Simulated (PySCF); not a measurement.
C6H6O, SMILES C#CC1(C=O)CC1. Atoms are numbered in the order given.

```xyz
13

C      0.5613    -2.6639     0.0000
C      0.2638    -1.4915     0.0000
C     -0.0618    -0.0783     0.0000
C      1.0990     0.8759     0.0000
O      0.9636     2.0733     0.0000
C     -1.3061     0.4050    -0.7408
C     -1.3061     0.4050     0.7408
H      0.8210    -3.7081     0.0000
H      2.1085     0.3977     0.0000
H     -1.1921     1.3664    -1.2492
H     -1.8772    -0.3611    -1.2709
H     -1.8772    -0.3611     1.2709
H     -1.1921     1.3664     1.2492
```

Geometry: ωB97X-D3(BJ)/def2-SVP. The values are those of a single conformer.

Two levels are set side by side: PBE/pcSseg-1 (PySCF) and KT2/pcSseg-1 (PySCF). GIAO shifts against H2O (¹⁷O), TMS (¹H), TMS (¹³C) at the same level; non-relativistic, no solvent, atoms listed together averaged. Differences are taken from unrounded values.

```json
[
 {"quantity": "δ(¹³C) of C1 (ppm)", "KT2": "66.8"},
 {"quantity": "δ(¹³C) of C2 (ppm)", "KT2": "82.4"},
 {"quantity": "δ(¹³C) of C3 (ppm)", "KT2": "27.8"},
 {"quantity": "δ(¹³C) of C4 (ppm)", "KT2": "193.9"},
 {"quantity": "δ(¹⁷O) of O5 (ppm)", "KT2": "591.0"},
 {"quantity": "δ(¹³C) of C6, C7 (ppm)", "KT2": "29.1"},
 {"quantity": "δ(¹H) of H8 (ppm)", "KT2": "2.38"},
 {"quantity": "δ(¹H) of H9 (ppm)", "KT2": "10.27"}
]
```

Task: What does PBE give, and how far is it from KT2? (The exact figures need the calculation; the answer reports its results.)

Result: 
```tsv
quantity	PBE	PBE minus KT2
δ(¹³C) of C1 (ppm)	72.2	5.5
δ(¹³C) of C2 (ppm)	89.4	7.0
δ(¹³C) of C3 (ppm)	30.5	2.6
δ(¹³C) of C4 (ppm)	206.0	12.1
δ(¹⁷O) of O5 (ppm)	641.4	50.4
δ(¹³C) of C6, C7 (ppm)	31.1	2.0
δ(¹H) of H8 (ppm)	2.14	-0.24
δ(¹H) of H9 (ppm)	10.56	0.30
```

Rough cost on one machine, each run with all the roots and properties that it gave: KT2 against PBE within a factor of 2.
